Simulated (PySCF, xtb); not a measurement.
BFBr2, SMILES B(F)(Br)Br.

GFN2-xTB run with xtb at its own geometry gives an orbital gap of 4.38 eV and a dipole moment of 2.07 D.

Geometry optimised at B3LYP-D3(BJ)/def2-SVP.

What does PBE/def2-TZVPD in PySCF give? (An estimate is asked for; the answer gives what the named calculation found.)

gap 4.97 eV (levels -7.35 and -2.38 eV), dipole 0.29 D.
